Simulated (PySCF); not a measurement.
**Nonlinear optical response: SMILES CB(C)C1=CC=CC=C1, C₈H₁₁B**

Cartesian coordinates in Å; atom numbers follow the order of the lines, from 1:
```xyz
20

C    -2.1890   -1.1216   -0.1227
B    -1.3170    0.1912   -0.0627
C    -1.9895    1.6172   -0.1059
C     0.2489    0.0764    0.0427
C     0.8927   -1.1748    0.0858
C     2.2776   -1.2833    0.1790
C     3.0617   -0.1308    0.2318
C     2.4541    1.1242    0.1910
C     1.0683    1.2199    0.0979
H    -1.8884   -1.7466   -0.9822
H    -3.2703   -0.9387   -0.1963
H    -2.0079   -1.7476    0.7691
H    -1.7231    2.1968    0.7957
H    -3.0857    1.5938   -0.1837
H    -1.5985    2.2049   -0.9552
H     0.2938   -2.0883    0.0454
H     2.7503   -2.2681    0.2107
H     4.1493   -0.2109    0.3049
H     3.0653    2.0292    0.2323
H     0.6090    2.2114    0.0673
```

Level of theory: PySCF, quadratic response CAM-B3LYP/aug-cc-pVDZ first hyperpolarisability, Taylor convention, gas phase. Geometry: PBE0-D3(BJ)/def2-SVP.

Task: Give β for the processes computed.

Result: In au, Taylor convention; the vector part is βᵢ = ⅓ Σⱼ (βᵢⱼⱼ + βⱼᵢⱼ + βⱼⱼᵢ); β∥ is 3/5 of the vector part along the dipole, the dipole points from − to +:
```csv
process,λ (nm),β vector norm,β∥,β HRS,depolarisation ratio
"static β(0;0,0)",∞,314.6,188.7,150.4,3.44
"second harmonic β(−2ω;ω,ω)",1907,343.9,206.3,163.1,3.52
"Pockels β(−ω;ω,0)",1907,323.9,194.3,–,–
"second harmonic β(−2ω;ω,ω)",1064,425.7,255.4,198.1,3.71
"Pockels β(−ω;ω,0)",1064,346.1,207.7,–,–
```

Task: Which lowest excitations, dipole and polarisabilities go with it?

Result: S1 4.97 eV (f = 0.017); S2 5.37 eV (f = 0.233); S3 5.73 eV (f = 0.000); dipole 0.49 D; isotropic α 109.9 au static, 110.3 au at 1907 nm, 111.3 au at 1064 nm, 111.6 au at 953.5 nm, 116.0 au at 532 nm.
